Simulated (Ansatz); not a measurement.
Dissociation curve of PH, triplet.

- UKS-PBE = unrestricted PBE/cc-pVTZ run with Ansatz (a quantum-chemistry and plane-wave program)
- UKS-PBE0 = unrestricted PBE0/cc-pVTZ (Ansatz)
- FCI = full CI/cc-pVTZ, frozen core run with Ansatz

Energies relative to the lowest point of each curve between 1.20 and 1.74 Å, where full CI is lowest, in eV; the last columns give the error against full CI:

| R / Å | UKS-PBE | UKS-PBE0 | FCI | UKS-PBE − FCI | UKS-PBE0 − FCI |
|---|---|---|---|---|---|
| 0.99 | 4.415 | 4.346 | 4.321 | 0.094 | 0.025 |
| 1.08 | 2.362 | 2.298 | 2.274 | 0.088 | 0.024 |
| 1.14 | 1.465 | 1.408 | 1.388 | 0.077 | 0.020 |
| 1.20 | 0.842 | 0.794 | 0.778 | 0.064 | 0.015 |
| 1.27 | 0.377 | 0.340 | 0.330 | 0.046 | 0.009 |
| 1.30 | 0.244 | 0.213 | 0.206 | 0.038 | 0.007 |
| 1.34 | 0.119 | 0.096 | 0.091 | 0.027 | 0.004 |
| 1.40 | 0.019 | 0.009 | 0.008 | 0.011 | 0.001 |
| 1.44 | 0.000 | 0.000 | 0.000 | 0.000 | 0.000 |
| 1.50 | 0.027 | 0.042 | 0.042 | -0.015 | 0.000 |
| 1.56 | 0.106 | 0.137 | 0.135 | -0.029 | 0.002 |
| 1.63 | 0.244 | 0.295 | 0.287 | -0.042 | 0.008 |
| 1.74 | 0.528 | 0.609 | 0.584 | -0.057 | 0.025 |
| 1.86 | 0.884 | 1.002 | 0.946 | -0.061 | 0.056 |
| 2.03 | 1.411 | 1.575 | 1.454 | -0.042 | 0.122 |
| 2.19 | 1.883 | 2.071 | 1.881 | 0.003 | 0.190 |
| 2.43 | 2.466 | 2.597 | 2.377 | 0.089 | 0.220 |
| 2.69 | 2.851 | 2.900 | 2.711 | 0.140 | 0.189 |
| 3.05 | 3.088 | 3.081 | 2.928 | 0.161 | 0.153 |
| 3.45 | 3.178 | 3.150 | 3.007 | 0.172 | 0.144 |
| 3.96 | 3.213 | 3.177 | 3.035 | 0.178 | 0.142 |
| 4.65 | 3.224 | 3.185 | 3.043 | 0.181 | 0.142 |

UKS-PBE is furthest from FCI at 4.65 (0.181 eV, above); its mean absolute error over the points is 0.073 eV.

UKS-PBE0 is furthest from FCI at 2.43 (0.220 eV, above); its mean absolute error over the points is 0.068 eV.

The unrestricted determinant behind UKS-PBE is spin-contaminated at 2.43 to 4.65 Å (<S²> up to 3.0, against 2.00 for a pure triplet). The unrestricted determinant behind UKS-PBE0 is spin-contaminated at 2.19 to 4.65 Å (<S²> up to 3.0, against 2.00 for a pure triplet).
